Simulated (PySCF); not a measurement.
Spinor energies of Kr¹⁴⁺ (krypton, charge +14)

Start: [Ar] 3d4; 3d3/2 filled at m_j = -3/2, -1/2, +1/2, +3/2. Calculated with PySCF 2.14 in an uncontracted even-tempered set (17 s from 1.2 bohr⁻², ratio 2.8; 12 p from 1.5 bohr⁻², ratio 2.8; 8 d from 1.5 bohr⁻², ratio 2.8; 4 f from 5.7 bohr⁻², ratio 3): generalised Hartree-Fock with the X2C-1e Hamiltonian and a Gaussian nucleus; one run each with spin-orbit coupling (SO) switched off, then screened by Boettger's factors.

```
spinor shell  electrons  ε, spin-free (eV)  ε, screened SO (eV)  weight of nominal j (screened SO)  rms radius, screened SO (bohr)
       1s1/2          2           -14842.0             -14841.4                              1.000                          0.0478
       2s1/2          2            -2396.4              -2396.2                              1.000                           0.198
       2p1/2          2            -2164.6              -2203.7                              0.989                           0.174
       2p3/2          4            -2164.6              -2145.6                              0.995                           0.177
       3s1/2          2            -681.69              -681.62                              1.000                           0.529
       3p1/2          2            -601.95              -618.40                              0.724                           0.525
       3p3/2          4            -601.95              -593.83                              0.862                           0.534
       3d3/2          4            -495.79              -495.91                              0.583                           0.499
```

```json
{"quantity": "E (hartree)", "spin-free": "-2696.70204", "screened SO": "-2696.91360"}
{"quantity": "M_J", "spin-free": "0", "screened SO": "0"}
{"quantity": "⟨J²⟩", "spin-free": "4.003", "screened SO": "3.416"}
{"quantity": "⟨L²⟩", "spin-free": "6.002", "screened SO": "5.877"}
{"quantity": "⟨S²⟩", "spin-free": "6.001", "screened SO": "5.873"}
```

The determinant has a definite M_J but mixes levels of different J.

Each row is a mean over spinors that exchange with the open shell spreads, by up to 17.269 eV (3s1/2).

Rows whose weight is well below 1 are mixtures of j = l ± 1/2: exchange outweighs spin-orbit coupling there, and the label is only the starting occupation.

Without spin-orbit coupling the j labels of p, d and f shells carry no meaning; the spin-free column gives the mean over the occupied spinors of each nl shell, and its ⟨J²⟩ belongs to a mixture of degenerate components.
